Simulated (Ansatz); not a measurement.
`NCCCF` and `CN(C)CCCN` differ in one atom or group.

Ansatz, PBE0-D4/def2-TZVP geometries, multiplicity 1. Each molecule was computed in one conformer, which needn't be the lowest.

```csv
property,`NCCCF`
HOMO energy (B3LYP/def2-TZVPP) / eV,-6.83
size of the dipole moment (ωB97M-V/def2-TZVPP) / D,2.64
HOMO energy (ωB97M-V/def2-TZVPP) / eV,-9.50
HOMO–LUMO gap (PBE/def2-TZVPP) / eV,5.71
size of the dipole moment (B3LYP/def2-TZVPP) / D,2.64
LUMO energy (B3LYP/def2-TZVPP) / eV,0.60
```

(1) What does the change do to each property? (Best estimate.)

Answers

(1) The calculation gave: 
| property | `CN(C)CCCN` | shift |
| --- | --- | --- |
| HOMO energy (B3LYP/def2-TZVPP) / eV | -5.93 | 0.90 |
| size of the dipole moment (ωB97M-V/def2-TZVPP) / D | 2.13 | -0.51 |
| HOMO energy (ωB97M-V/def2-TZVPP) / eV | -8.47 | 1.03 |
| HOMO–LUMO gap (PBE/def2-TZVPP) / eV | 4.96 | -0.75 |
| size of the dipole moment (B3LYP/def2-TZVPP) / D | 2.07 | -0.57 |
| LUMO energy (B3LYP/def2-TZVPP) / eV | 0.68 | 0.08 |

Dipoles are sizes alone; their direction can turn.

B3LYP here is the variant with VWN-RPA as its local correlation; programs differ in this.
